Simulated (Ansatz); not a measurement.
Ansatz (a first-principles code) input (HF/6-31G* with LANL2DZ past Ar): The .json file joins the Basis Set Exchange's 6-31G* for atoms up to Ar and LANL2DZ past it.

Ansatz 0.2 input:
```yaml
crystal:
  periodic: [false, false, false]
  atoms:
    - {symbol: Rb, position_ang: [-0.00000000, -0.00000000, -0.48803240]}
    - {symbol: F, position_ang: [0.00000000, 0.00000000, 2.00635544]}
basis:
  gaussian:
    orbitals: 6-31Gs+LANL2DZ.json
hamiltonian:
  xc: {name: HF}
total_charge: -1
magnetization: {spin_polarized: true, initial_magnetization: 1}
phonons: {temperatures: {t_min: 298.15, t_max: 298.15, t_step: 100}}
```

### Question
Which harmonic wavenumbers does it give?

### Answer
302 cm⁻¹ (unscaled; negative means imaginary).
